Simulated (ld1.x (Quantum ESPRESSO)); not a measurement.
Transferability test, TM potential for Pb

```json
{
 "Element": "Pb (Z = 82)",
 "Generator": "ld1.x (Quantum ESPRESSO) 7.5",
 "Type": "norm-conserving Troullier–Martins (Kleinman–Bylander form)",
 "Functional": "PBE",
 "Relativity": "fully relativistic",
 "Frozen core": "[Xe] 4f14",
 "Valence charge": "14",
 "Reference configuration": "5d10 6s2 6p1 (charge +1)",
 "Partial waves": "6s (bound): rc 2.10 bohr; 6p (bound): rc 2.60 bohr; 5d (bound): rc 1.75 bohr; 5f channel at 0.2 Ry: rc 2.45 bohr",
 "Local potential": "all-electron potential smoothed inside 1.55 bohr (lloc = -1)",
 "Core correction": "none"
}
```

Open shells are filled in proportion to 2j + 1 (rel_dist='average').

Energies are relative to the spin-unpolarised reference configuration 5d10 6s2 6p1; without spin polarisation the order of configurations can differ from experiment.

(1) Give the all-electron excitation energy and the error of the potential for: 5d10 6s2 6p2; 5d10 6s2 6p0; 5d10 6s1 6p0; 5d10 6s0 6p4; 5d10 6s0 6p0; 5d10 6s2 6p2.3; 5d10 6s1 6p2.

Levels in the configuration 5d10 6s2 6p2.3:

| level | all-electron (eV) | pseudo (eV) |
| --- | --- | --- |
| 5d j=3/2 | -20.702 | -20.707 |
| 5d j=5/2 | -18.121 | -18.125 |
| 6s j=1/2 | -10.132 | -10.126 |
| 6p j=1/2 | -2.869 | -2.862 |
| 6p j=3/2 | -1.519 | -1.516 |

Note: ghost states, extra bound levels that the all-electron valence spectrum of the same l lacks: s at -119.4 eV, p3/2 at -34.8 eV, p1/2 at -18.4 eV. A true bound ghost makes a file unfit for plane-wave use.

## Answers

(1)

```tsv
valence configuration	charge	ΔE all-electron (eV)	error AE − PS (meV)
5d10 6s2 6p2	0	-6.698	-1.5
5d10 6s2 6p0	+2	13.605	+2.5
5d10 6s1 6p0	+3	46.012	+26
5d10 6s0 6p4	0	10.781	-12
5d10 6s0 6p0	+4	88.704	+90
5d10 6s2 6p2.3	-0.3	-7.530	-2.7
5d10 6s1 6p2	+1	9.352	-3.1
```
